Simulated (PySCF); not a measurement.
Molecule (SMILES): Cl[Si]Cl (closed-shell singlet).
Geometry (B3LYP-D3(BJ)/def2-TZVP, fixed):
```
Si
Cl 1 2.0938
Cl 1 2.0938 2 101.66
```
Charge 0, spin multiplicity 1.

Basis-set convergence of the mean static polarisability at PBE with PySCF. All functions are spherical. Density fitting with generated auxiliary sets. No added dispersion term, no relativity. Reference: the value in aug-pcseg-3, 61.14 bohr³, itself unsure by roughly 0.4 % (its mean distance from aug-cc-pV(Q+d)Z, aug-pcseg-2, aug-cc-pV(T+d)Z). Deviations are taken from unrounded values.

```tsv
basis	functions	mean static polarisability (bohr³)
def2-SVP	54	43.22
def2-SVPD	78	59.90
pcseg-1	54	48.06
aug-pcseg-1	81	60.38
cc-pV(D+d)Z	69	45.46
aug-cc-pV(D+d)Z	96	59.55
6-311G**	78	47.54
6-311+G**	90	52.19
pcseg-2	102	48.88
aug-pcseg-2	150	60.81
def2-TZVP	111	52.28
def2-TZVPD	135	60.90
cc-pV(T+d)Z	117	52.52
aug-cc-pV(T+d)Z	165	60.81
def2-TZVPP	126	52.39
def2-TZVPPD	150	60.90
cc-pV(Q+d)Z	192	57.24
aug-cc-pV(Q+d)Z	267	61.11
pcseg-3	192	56.00
aug-pcseg-3	267	61.14
def2-QZVPP	210	57.78
def2-QZVPPD	234	61.13
```

What the diffuse functions change, pair by pair:
- def2-SVP to def2-SVPD: 24 more functions, deviation -29.3 to -2.0 %
- pcseg-1 to aug-pcseg-1: 27 more functions, deviation -21.4 to -1.2 %
- cc-pV(D+d)Z to aug-cc-pV(D+d)Z: 27 more functions, deviation -25.7 to -2.6 %
- 6-311G** to 6-311+G**: 12 more functions, deviation -22.3 to -14.6 %
- pcseg-2 to aug-pcseg-2: 48 more functions, deviation -20.1 to -0.5 %
- def2-TZVP to def2-TZVPD: 24 more functions, deviation -14.5 to -0.4 %
- cc-pV(T+d)Z to aug-cc-pV(T+d)Z: 48 more functions, deviation -14.1 to -0.5 %
- def2-TZVPP to def2-TZVPPD: 24 more functions, deviation -14.3 to -0.4 %
- cc-pV(Q+d)Z to aug-cc-pV(Q+d)Z: 75 more functions, deviation -6.4 to -0.1 %
- pcseg-3 to aug-pcseg-3: 75 more functions, deviation -8.4 to 0.0 %
- def2-QZVPP to def2-QZVPPD: 24 more functions, deviation -5.5 to 0.0 %

Leaving out the reference's own pair, they bring the value nearer the reference by more than 0.4 % in 10 of 10 pairs.
